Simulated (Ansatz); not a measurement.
Basis-set extrapolation for CH$_{4}$BFOS, SMILES `COB(F)S` (PBE0-D4/def2-TZVP geometry, frozen core, Ansatz 0.2.0). Multiplicity 1, RHF reference.

```json
{"": "HF", "def2-TZVPP": "-636.966724", "def2-QZVPP": "-636.989024"}
{"": "MP2 correlation", "def2-TZVPP": "-0.927955", "def2-QZVPP": "-1.004540"}
{"": "CCSD(T) correlation", "def2-TZVPP": "-0.998758", "def2-QZVPP": "not run"}
```

Energies in hartree. Use E(X) = E(∞) + A·exp(−7.88·√X) for Hartree–Fock and E(X) = E(∞) + B·X^(−2.97) for correlation, with X = 3 and 4, and add CCSD(T) minus MP2 of the smaller set to the MP2 limit.

**Question.** What is the CCSD(T) energy at the basis-set limit?

**Answer.** HF limit: -636.989024 + (-0.022300) × 0.13774 = -636.99210. MP2 limit: -1.004540 + (-0.076585) × 0.74074 = -1.06127. Higher-order term: -0.998758 − (-0.927955) = -0.07080. Total: -638.12417 hartree, 416.6 kJ/mol below CCSD(T)/def2-TZVPP.
